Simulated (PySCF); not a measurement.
# Frontier orbitals and the lowest excitations

Species: C4H8SSi2.
Structure used (GFN2-xTB), in Å, numbered top down from 1:
```
atom  x, y, z in Å
C1     2.7988   -0.2667   -1.4503
C2     1.7587    0.1312   -1.0093
C3     0.5197    0.5957   -0.4543
Si4   -0.9466   -0.5969   -0.7511
C5    -2.1920    0.0313    0.5499
S6    -1.3816    0.6183    2.0918
Si7    0.6479    0.8624    1.4371
H8     3.7064   -0.6082   -1.8489
H9     0.2804    1.5583   -0.9198
H10   -1.5258   -0.4537   -2.0879
H11   -0.5608   -1.9776   -0.4576
H12   -2.7829    0.8672    0.1786
H13   -2.8864   -0.7445    0.8617
H14    1.0812    2.2125    1.7791
H15    1.4785   -0.1636    2.0589
```

Method: PySCF 2.14.0, density-fitted response routines, TDDFT CAM-B3LYP/def2-SVPD, vertical, gas phase, core orbitals frozen in the response.

Kohn–Sham orbitals with the atoms that hold most of them (Löwdin shares over 4%, at most four atoms; ? is withheld):

```tsv
orbital	ε (eV)	atoms
HOMO-3	-9.73	S6 39%, C5 14%, Si4 10%, Si7 10%
HOMO-2	-9.11	C1 36%, C2 34%, C3 10%, S6 6%
HOMO-1	-8.62	?
HOMO	-8.16	?
LUMO	?	S6 31%, Si7 16%, Si4 12%, C5 10%
LUMO+1	0.90	Si7 20%, S6 17%, Si4 12%, H14 8%
LUMO+2	1.01	S6 21%, Si4 18%, Si7 12%, H9 7%
```

(1) Give the leading atoms of the HOMO.

(2) Give the leading atoms of the HOMO-1.

(3) What is the LUMO energy, and the HOMO–LUMO gap?

Answers

(1) S6 (bonded to C and Si) 68%; C5 (bonded to S, Si and 2 H) 11%; Si7 (bonded to C, S and 2 H) 9%.

(2) C1 (bonded to C and H) 31%; C2 (bonded to 2 C) 27%; C3 (bonded to C, 2 Si and H) 13%; S6 (bonded to C and Si) 7%. By element: carbon 72% or more, sulfur 7%.

(3) ε(LUMO) = 0.64 eV; the gap is 8.80 eV (0.3233 hartree).

The HOMO–LUMO gap is 8.80 eV. Where does the response calculation put the lowest singlet, and from which orbitals?

S1 is at 5.30 eV (f = 0.0005), 3.50 eV below the gap, made of HOMO→LUMO (78%), HOMO→LUMO+2 (9%). Without the coupling terms of the response equations the lowest excitation would equal the gap.

Next come S2 at 5.96 eV (f 0.016), HOMO→LUMO+1 (65%), HOMO→LUMO+2 (16%); S3 at 6.35 eV (f 0.0059), HOMO→LUMO+2 (63%), HOMO→LUMO+1 (15%); S4 at 6.35 eV (f 0.0017), HOMO-1→LUMO+10 (16%), HOMO-1→LUMO+8 (15%), HOMO-1→LUMO+4 (14%); S5 at 6.49 eV (f 0.016), HOMO-1→LUMO (48%), HOMO-1→LUMO+1 (11%).

Löwdin shares depend on the basis, the more so with diffuse functions.

On an Arm Neoverse V1 with one thread (shared host), this took 90 s and 1.0 GiB of memory at its peak.

One conformer stands for the species.
